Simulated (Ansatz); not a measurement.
Energy needed to pull apart Si₂H₄O₂ (SMILES O[Si]O[SiH3]), closed shell, into free ground-state atoms, from the structure below (displaced at random from its PBE0-D4/def2-TZVP minimum); no zero-point or spin–orbit terms; open-shell atoms are treated unrestricted, in their ground-state multiplicity.

```
8
angstrom
O -0.5003 1.9436 -1.8774
Si 0.4153 1.6920 -0.5522
O -0.0088 0.1223 -0.1272
Si 0.2616 -0.9939 0.9773
H -1.0984 1.2788 -2.2244
H -0.9889 -1.3581 1.6817
H 1.3605 -0.6459 1.8557
H 0.7468 -2.2176 0.2376
```

Ansatz 0.2.0; basis: def2-TZVPP; cores frozen in the correlated methods.

| method | atomization energy (kJ/mol) |
| --- | --- |
| PBE-D4 | 2894 |
| r2SCAN-D4 | 2884 |
| PBE0-D4 | 2836 |
| wB97M-V | ? |
| HF | 2081 |
| MP2 | 2876 |
| CCSD | ? |
| CCSD(T) | 2818 |

(1) What does CCSD give? (To be estimated.)

(2) What does wB97M-V give? (An estimate is asked for; the value comes from the calculation.)

The T1 diagnostic stays at or below 0.015.

Results:

(1) By the calculation: 2777 kJ/mol, which is about 42 kJ/mol less than CCSD(T)/def2-TZVPP.

(2) Computed: 2914 kJ/mol, which is about 96 kJ/mol more than CCSD(T)/def2-TZVPP.

In triple zeta the MP2 and coupled-cluster atomization energies are still short of their basis limit by a few kcal/mol a bond, whereas those of the functionals are nearly converged, so these differences are not deviations from converged CCSD(T).

For scale, one of the runs: CCSD(T)/def2-TZVPP forces, 202 basis functions (an equivalent command: `ansatz run in.yaml --threads 4`). The run took 4.3 min on 4 CPU threads (shared host), with 4.7 GiB of host memory at its peak.
